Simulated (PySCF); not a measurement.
Telling isomers of C6H13BO2 apart by NMR

- structure optimised with PBE0-D3(BJ)/def2-SVP
- σ from GIAO-PBE0/pcSseg-1
- code: PySCF 2.14
- a single conformation, no solvent, non-relativistic Hamiltonian, averaged over atoms made equivalent by symmetry, fast rotation or ring inversion

Shifts are taken against calculated references (same method and geometry level): TMS for 1H (σ = 31.27 ppm) and 13C (σ = 184.41 ppm). Where no couplings were computed, multiplicities follow the n + 1 count of equivalent neighbours, and m marks all less simple cases (inequivalent or close neighbours, rings, F or P nearby). Couplings to H on boron are left out. Carbons bonded to boron are broad in practice. Shifts are as computed. Against solution values, carbons near 30 ppm lie about +2 ppm off and those near 130 ppm about +5 ppm. Of 1309 compounds with measured shifts, 239 miss one by over three times the rms of a fit or turn the order of signals round; such compounds aren't used in these exercises. OH and NH positions are gas-phase values without hydrogen bonding to other molecules.

(1) Tabulate the signals of `COB(C=C(C)C)OC`, `OB(O)C1CCCCC1`, `CC/C=C/B(OC)OC`, `C=CC(C)(C)OBOC` and their relative energies.

(2) What is the quickest way to tell COB(C=C(C)C)OC from OB(O)C1CCCCC1?

(3) What is the quickest way to tell COB(C=C(C)C)OC from C=CC(C)(C)OBOC?

(4) What is the quickest way to tell COB(C=C(C)C)OC from CC/C=C/B(OC)OC?

## Answers

(1) 
```tsv
SMILES	carbon types	δC	δH	E rel. (kcal/mol)
COB(C=C(C)C)OC	1×C 1×CH 4×CH3	171.5, 120.4, 52.0, 32.5, 23.1	5.39 (s, 1H), 3.61 (s, 6H), 2.17 (s, 3H), 1.88 (s, 3H)	35.4
OB(O)C1CCCCC1	1×CH 5×CH2	30.2, 29.5, 28.9, 26.2	2.70 (br s, 2H), 1.55 (m, 2H), 1.54 (m, 1H), 1.40 (m, 2H), 1.22 (m, 2H), 1.18 (m, 1H), 1.12 (m, 2H), 0.67 (m, 1H)	0.0
CC/C=C/B(OC)OC	2×CH 1×CH2 3×CH3	167.8, 124.3, 52.2, 34.7, 15.7	6.96 (m, 1H), 5.67 (d, 1H), 3.62 (s, 6H), 2.11 (m, 2H), 1.02 (t, 3H)	37.9
C=CC(C)(C)OBOC	1×C 1×CH 1×CH2 3×CH3	156.0, 118.8, 75.0, 56.6, 31.2	6.11 (m, 1H), 5.39 (m, 1H), 5.33 (m, 1H), 4.36 (br, 1H), 3.75 (s, 3H), 1.28 (s, 6H)	47.6
```

Energies are electronic energies at PBE0/pcSseg-1 on these geometries, without zero-point or thermal terms, each for the one conformer computed, which needn't be the lowest.

(2) Count the carbon signals: 5 against 4. The first has a fully substituted alkene carbon (C) at 171.5 ppm, the second an sp3 CH2 in a ring at 30.2 ppm. In the proton spectra the most deshielded non-exchanging signals are 5.39 (s, 1H) and 1.55 (m, 2H).

(3) Both give the same number of carbon signals, but DEPT or the intensities differ. The first has a fully substituted alkene carbon (C) at 171.5 ppm, the second a terminal =CH2 carbon at 118.8 ppm. Their most deshielded carbons lie at 171.5 and 156.0 ppm. In the proton spectra the most deshielded non-exchanging signals are 5.39 (s, 1H) and 6.11 (m, 1H).

(4) Both give the same number of carbon signals, but DEPT or the intensities differ. The first has a fully substituted alkene carbon (C) at 171.5 ppm, the second an allylic sp3 CH2 at 34.7 ppm. Their most deshielded carbons lie at 171.5 and 167.8 ppm. In the proton spectra the most deshielded non-exchanging signals are 5.39 (s, 1H) and 6.96 (m, 1H).
